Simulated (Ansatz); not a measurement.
Mulliken charges of BGaH2OSSe (`[SeH]B1[O][GaH][S]1`) from r2SCAN/def2-TZVPP in Ansatz (PBE0-D4/def2-TZVP geometry).

| atom | x (Å) | y (Å) | z (Å) | charge (e) |
| --- | --- | --- | --- | --- |
| Se1 | -1.861 | 0.578 | 1.564 | -0.027 |
| B2 | -0.456 | 0.057 | 0.321 | 0.279 |
| O3 | -0.556 | -1.058 | -0.443 | -0.424 |
| Ga4 | 1.092 | -0.763 | -1.231 | 0.386 |
| S5 | 1.139 | 1.011 | 0.053 | -0.290 |
| H6 | -1.171 | 1.783 | 2.033 | 0.051 |
| H7 | 1.814 | -1.608 | -2.298 | 0.026 |

Task: By hand: the dipole of these point charges (1 e Å = 4.8032 D).

Result: Σ q r = (0.237, -0.090, -0.211) e Å, of length 0.330 e Å = 1.59 D.

Task: How does the dipole of the full density compare? (Estimate.)

Result: Computed: (0.420, -0.138, -0.358) e Å, 2.73 D; the point charges give 0.58 times that, at 2° from its direction.

Point charges leave out the atoms' own dipoles, such as those of lone pairs, and Mulliken's split depends on the basis, so the two needn't agree.
